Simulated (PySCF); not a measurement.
Checking a proposed structure

A compound C$_{5}$H$_{8}$Si gives the data below (simulated from a calculation) and was assigned the structure `C#C[C@]1(C)C[SiH2]1`.

¹³C{¹H} NMR (computed): δ 110.3 (C), 81.6 (C), 6.1 (CH3), -2.0 (CH2, 2C).

¹H NMR (600 MHz, computed): δ 3.24 (m, 1H), 2.04 (s, 3H), 0.72 (m, 2H), 0.47 (m, 2H).

Computed data (PySCF 2.14): σ from GIAO-PBE0/pcSseg-1, GFN2-xTB structure. Gas phase, one computed conformer, relativity neglected, averaged over atoms made equivalent by symmetry, fast rotation or ring inversion.

Shifts are taken against calculated references (same method and geometry level): TMS for ¹H (31.72 ppm), ¹³C (186.93 ppm).

Task: Compare with the shifts computed for the proposed structure, pairing carbons in order of shift.

Result: Atom-mapped SMILES (the numbers label the heavy atoms): `[CH:1]#[C:2][C@:3]1([CH3:4])[CH2:5][SiH2:6]1`; H(Xn) means a hydrogen on atom n.

| atom | computed for proposal | given list | difference |
| --- | --- | --- | --- |
| C2 | 95.4 | 110.3 | -14.9 |
| C1 | 71.3 | 81.6 | -10.3 |
| C4 | 25.7 | 6.1 | +19.6 |
| C5 | 13.6 | -2.0 | +15.6 |
| C3 | 6.7 | -2.0 | +8.7 |

The rms difference is 14.4 ppm and the largest +19.6 ppm at C4 (methyl carbon). The proposal also would give 5 carbon signals, not 4. The carbon types in order of shift don't match either: C, CH, CH3, CH2, C for the proposal against C, C, CH3, CH2, CH2 in the data. The proposal doesn't fit.

Task: Which isomer fits?

Result: `CC#C[SiH]1CC1`.

1. Carbon types of the structure: 2 × C, 2 × CH2, 1 × CH3, leaving 1 H on heteroatoms.
2. δC 110.3, 81.6: alkyne carbon.
3. δC 6.1: propargylic methyl carbon; a saturated carbon with 1 carbon neighbour and no heteroatom attached.
4. δC -2.0: three-membered-ring carbon; carbons of three-membered rings are unusually shielded.
5. δH 0.72, 0.47: hydrogen on a three-membered-ring carbon; cyclopropane-type protons are shielded by the ring.

Other isomers checked: C#CC1C[SiH2]C1 (rms 17.4 ppm).

The shifts were computed for this structure.

Shifts are as computed. Against solution values, carbons near 30 ppm lie about +3 ppm off and those near 130 ppm about +5 ppm. Of 1309 compounds with measured shifts, 239 miss one by over three times the rms of a fit or turn the order of signals round; such compounds aren't used in these exercises. Multiplicities follow the n + 1 count of equivalent neighbours, as no J values were calculated; m marks all less simple cases, F and P coupling included.
